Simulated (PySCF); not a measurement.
**C3H3Br: core ionisation energies**

Propargyl bromide, C3H3Br.
Numbering: `[CH:1]#[C:2][CH2:3][Br:4]`

Cartesian coordinates in Å at the PBE0-D3(BJ)/def2-SVP level; atoms count from 1:
```xyz
7
C3H3Br angstrom
C      1.744   -0.299   -0.185
C      0.551   -0.165   -0.031
C     -0.873   -0.023    0.162
Br    -1.572    1.638   -0.598
H      2.803   -0.415   -0.322
H     -1.134   -0.001    1.229
H     -1.428   -0.836   -0.325
```

Computed with PySCF 2.14.0, delta-SCF UKS SCAN, pcX-2 on the ionised atom, pcseg-1 elsewhere, spin-free X2C. Vertical ΔSCF values, vacuum level as zero.

Question: List the computed XPS lines with their assignment.

Answer: 
| atom(s) | bonded to | level | binding energy (eV) | above the level's lowest (eV) | count |
| --- | --- | --- | --- | --- | --- |
| C3 | Br, C and 2 H | C 1s | 292.90 | +2.17 | 1 |
| C2 | C (triple bond) and C | C 1s | 291.23 | +0.50 | 1 |
| C1 | C (triple bond) and H | C 1s | 290.73 | 0.00 | 1 |

The listed C 1s values span 2.17 eV, from C1 (bonded to C (triple bond) and H) to C3 (bonded to Br, C and 2 H).

Question: Which photon wavelength matches the C 1s of C2 threshold?

Answer: λ = hc/E = 12398.42 eV Å / 291.23 eV = 42.573 Å.

Spin contamination (⟨S²⟩ against 0.75 for a pure doublet) is marked for C 1s of C2 (0.87), which makes this value less certain. No level of bromine is listed. Geometry: PBE0-D3(BJ)/def2-SVP; no solvent, vibrations or thermal averaging.
